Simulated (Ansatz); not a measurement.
Energy profile

The step: CH₄ + GaH → CH₃Ga ([CH3][Ga]) + H₂; bonds formed: Ga1–C4, H2–H3; bonds broken: Ga1–H3, H2–C4 (atoms numbered as in the saddle structure below).

```csv
atom,x (Å),y (Å),z (Å)
Ga1,-1.5668,-0.1560,-0.8531
H2,0.1164,-0.7541,-0.4965
H3,-0.2347,-1.4425,-1.1639
C4,0.2621,0.4260,0.4344
H5,1.2654,0.0144,0.5899
H6,0.3865,1.4523,0.0784
H7,-0.2290,0.4601,1.4108
```

Electronic energies by CCSD(T) at an estimated basis limit (MP2 extrapolated from triple and quadruple zeta, plus CCSD(T) − MP2 in triple zeta), on PBE0-D4/def2-TZVP structures; CH$_{5}$Ga, closed shell; no counterpoise correction. Computed with Ansatz 0.2.0 (basis: def2-TZVPP and def2-QZVPP); correlated methods freeze the cores. Filled d shells of the heavier atoms are correlated. The def2 sets are not built for correlating such inner shells, so the correlated values are less sure here. Extrapolation: Hartree–Fock as exp(−7.88 √X), correlation as X^−2.97.

**Question.** Give the profile in kcal/mol, counted from the separated reactants. (Judge from chemistry; the value comes from the calculation.)

**Answer.** The calculation gives:
```
                                                                                                point  kcal/mol
                           separated: GaH (Ga1, H3; singlet) + CH$_{4}$ (H2, C4, H5, H6, H7; singlet)      0.00
                                                                                      start structure     -1.78
                                                                                               saddle     31.76
                                                                                        end structure      4.61
separated: CH$_{3}$Ga (linked as [CH3][Ga]; Ga1, C4, H5, H6, H7; singlet) + H$_{2}$ (H2, H3; singlet)      5.28
```

The T1 diagnostic stays at or below 0.016.

For scale, one of the runs: CCSD(T)/def2-TZVPP, 149 basis functions, launched by `ansatz run in.yaml --threads 2 --pin off --events-out ev --progress --plain --max-ram 4352MiB`. Time: 21 s of wall clock on 2 CPU threads of an Arm Neoverse V1; the host was shared. Peak host memory: 0.93 GiB.
